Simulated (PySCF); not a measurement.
# How the method moves the HOMO and LUMO of `N#CC1C[SiH2]C1`

Compound: C4H7NSi.
Geometry (PBE0-D3(BJ)/def2-SVP, Å), atoms numbered from 1 in this order:
```xyz
13
C4H7NSi angstrom
N     -2.8668   -0.2936    1.3898
C     -1.9704   -0.1693    0.6669
C     -0.8118   -0.0113   -0.2047
C     -0.0328    1.3306   -0.0531
Si     1.5337    0.3496   -0.4952
C      0.3406   -1.0363    0.0184
H     -1.1711   -0.0981   -1.2438
H     -0.4022    2.1649   -0.6636
H     -0.0104    1.6459    1.0020
H      1.8538    0.3614   -1.9542
H      2.7841    0.5667    0.2903
H      0.2489   -1.9856   -0.5256
H      0.4519   -1.2563    1.0922
```

Basis pcSseg-1 throughout (PySCF), one geometry. Isolated species at its PBE0-D3(BJ)/def2-SVP geometry (one conformer only).

Task: How do the orbital energies, the gap and the dipole change with the method?

Result: 
```
   method                    kind  HOMO (eV)  LUMO (eV)  gap (eV)  μ (D)  SCF cycles
     BLYP                     GGA      -7.30      -1.01      6.29   3.90          15
     OPBE                     GGA      -7.42      -0.99      6.43   3.84          14
    B97-D                     GGA      -7.42      -1.03      6.40   3.96          14
      PBE                     GGA      -7.45      -1.16      6.29   3.88          14
      KT2                     GGA      -7.49      -1.27      6.22   3.92          15
      KT3                     GGA      -7.49      -1.17      6.32   3.88          14
     BP86                     GGA      -7.56      -1.23      6.33   3.93          14
      LDA                     LDA      -7.61      -1.39      6.21   3.98          14
    B97-2           global hybrid      -8.48      -0.28      8.20   4.07          13
    B3LYP           global hybrid      -8.50      -0.48      8.02   4.06          14
     PBE0           global hybrid      -8.74      -0.28      8.46   4.07          14
 mPW1PW91           global hybrid      -8.77      -0.27      8.50   4.10          14
BHandHLYP           global hybrid      -9.89       0.65     10.54   4.26          12
CAM-B3LYP  range-separated hybrid     -10.08       0.78     10.86   4.14          13
  wB97X-D  range-separated hybrid     -10.61       1.48     12.09   4.18          13
  LC-wPBE  range-separated hybrid     -11.48       1.95     13.43   4.16          13
       HF            Hartree–Fock     -11.71       2.95     14.66   4.51          12
```

The HOMO spans 4.41 eV, from BLYP down to HF, and the gap runs from 6.21 eV (LDA) to 14.66 eV (HF). Over the methods BLYP (0 %), OPBE (0 %), B97-D (0 %), PBE (0 %), KT2 (0 %), KT3 (0 %), BP86 (0 %), LDA (0 %), B97-2 (21 %), B3LYP (20 %), PBE0 (25 %), mPW1PW91 (25 %), BHandHLYP (50 %), HF (100 %), a straight line through the gap against the share of exact exchange rises by 0.84 eV for each 10 % (correlation coefficient 1.000). The dipole ranges from 3.84 D (OPBE) to 4.51 D (HF). This basis has no diffuse functions.
